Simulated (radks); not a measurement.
As+, 32 electrons, occupied as [Ar] 3d10 4s2 4p2.

All-electron calculation, scalar-relativistic Kohn-Sham, PBE, spin-polarised, spherical densities, point nucleus; open shells are filled with parallel spins first. Program: a radial shooting solver on a logarithmic mesh with Libxc functionals.

Energy parts (hartree):
total: -2260.50519
kinetic: 2304.06566
electron-nucleus: -5437.65354
Hartree: 956.47310
exchange-correlation: -83.39042

Orbitals (lengths in bohr, moments of r in powers of bohr; r(max) is where P^2 peaks):
orbital  occ.  eigenvalue (hartree)      <r>   <1/r>     <r^2>   r(max)
1s up       1             -431.0431  0.04550   33.47  0.002786  0.02973
1s down     1             -431.0398  0.04550   33.47  0.002786  0.02973
2s up       1             -54.99212   0.2028   7.369   0.04848   0.1701
2s down     1             -54.99075   0.2028   7.368   0.04848   0.1701
2p up       3             -48.26415   0.1772   7.220   0.03846   0.1363
2p down     3             -48.26127   0.1772   7.220   0.03846   0.1363
3s up       1              -7.34893   0.5983   2.385    0.4126   0.5216
3s down     1              -7.34464   0.5982   2.385    0.4123   0.5217
3p up       3              -5.26819   0.6173   2.231    0.4479   0.5210
3p down     3              -5.26320   0.6169   2.232    0.4472   0.5210
3d up       5              -1.85014   0.6791   1.906    0.5838   0.4770
3d down     5              -1.84208   0.6754   1.912    0.5754   0.4769
4s up       1              -0.88512    1.877  0.6985     4.023    1.605
4s down     1              -0.81622    1.870  0.7054     4.009    1.583
4p up       2              -0.51740    2.294  0.5644     6.081    1.906
4p down     0              -0.44691    2.330  0.5600     6.319    1.893
5s up       0              -0.19129    5.081  0.2541     29.08    4.598

The highest occupied level is 4p up at -14.079 eV. The density falls to 0.001 e/bohr^3 at r = 3.94 bohr. Summed over all electrons, <r^2> = 29.83 bohr^2, which gives a Langevin (diamagnetic) susceptibility term of -23.6 x 10^-6 cm^3/mol. Spin moment in Bohr magnetons: 2.
